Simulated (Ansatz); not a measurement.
C$_{2}$BrF$_{2}$I, SMILES `F/C(Br)=C(\F)I`, relaxed with RKS PBE0-D4/def2-TZVP in the Gaussian-basis code of Ansatz from a PBE-D4/def2-SVP geometry. The force threshold is 0.005 eV/Å; the program also tests the step.

The species carries charge 0 and has multiplicity 1. I: def2 effective core potential.

Start:

```xyz
6

F     0.831   -1.539    0.712
C     0.249   -0.347    0.574
Br    0.037    0.616    2.168
C    -0.135    0.077   -0.655
F     0.078   -0.713   -1.710
I    -1.060    1.906   -1.088
```

Question: By how much does the energy fall, and how many steps does the optimiser take? (An estimate is asked.)

Answer: Ansatz gave: 0.05 eV, in 4 steps.

Question: Which bonds change most? (Best estimate.)

Answer: Computed: C4–I6 from 2.095 to 2.055 Å; C2–C4 from 1.356 to 1.331 Å; C2–Br3 from 1.875 to 1.854 Å; F1–C2 from 1.334 to 1.323 Å.

Question: Give the relaxed structure. (Estimate.)

Answer: Ansatz gave: 
```xyz
6

F     0.819   -1.518    0.700
C     0.242   -0.335    0.563
Br    0.040    0.603    2.149
C    -0.135    0.083   -0.643
F     0.078   -0.705   -1.690
I    -1.044    1.874   -1.080
```
